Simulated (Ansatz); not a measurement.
Reaction (redistribution): `BB(N)O` + `[OH][GeH2][SeH]` → `NB(O)[SeH]` + `[BH2][GeH2][OH]`

Isolated molecules relaxed with PBE0-D4/def2-TZVP in Ansatz; ΔE leaves out vibrations. CBS: MP2 limit from def2 TZ/QZ plus the TZ coupled-cluster correction, frozen cores. DFT in def2-TZVPP. B3LYP here is the variant with VWN-RPA as its local correlation; programs differ in this. HSE06 is defined as in plane-wave codes. For Ge, Se outer-core shells are correlated without core-valence functions, which leaves a few kJ/mol of doubt a bond. Scalar relativity is left out up to krypton. Each species was taken in one conformer, which may not be the lowest.

(1) Is it downhill or uphill in electronic energy at CCSD(T)/CBS, and by how much? (Estimate.)

(2) What do these levels give: PBE-D4, BLYP-D4, r2SCAN-D4, HSE06-D4, CAM-B3LYP-D4, PBE, PBE0, B3LYP, r2SCANh, HF/def2-TZVPP, HF/def2-QZVPP, MP2/CBS(def2)? (Best estimate.)

(3) What do rigid-rotor, harmonic-oscillator terms from PBE0-D4/def2-TZVP frequencies (298.15 K, 1 bar) make of the CCSD(T)/CBS value? (Estimate.)

Largest T1 diagnostic among the species: 0.013.

Results:

(1) Computed: Uphill: ΔE = +3.0 kJ/mol.

(2) The calculation gave: PBE-D4 10.5, BLYP-D4 11.7, r2SCAN-D4 7.5, HSE06-D4 8.1, CAM-B3LYP-D4 7.9, PBE 11.2, PBE0 8.4, B3LYP 11.1, r2SCANh 7.0, HF/def2-TZVPP 8.3, HF/def2-QZVPP 9.2, MP2/CBS(def2) 2.1 kJ/mol.

(3) The calculation gave: ΔZPE = -2.5 kJ/mol, ΔH = +0.7 kJ/mol, ΔS = -1 J/(mol·K), ΔG = +1.1 kJ/mol.

Leaving LDA and LC-ωPBE aside and taking each functional with its dispersion term where it has one, the values, not all of them listed here, spread over 6.6 kJ/mol, from PBE-QIDH to BLYP-D4. LDA lies −4.7 kJ/mol from PBE without D4. In def2-TZVPP, CCSD(T) changes the Hartree–Fock value by −4.6 kJ/mol (the triples alone add +0.5 kJ/mol) and MP2 by −5.5 kJ/mol.
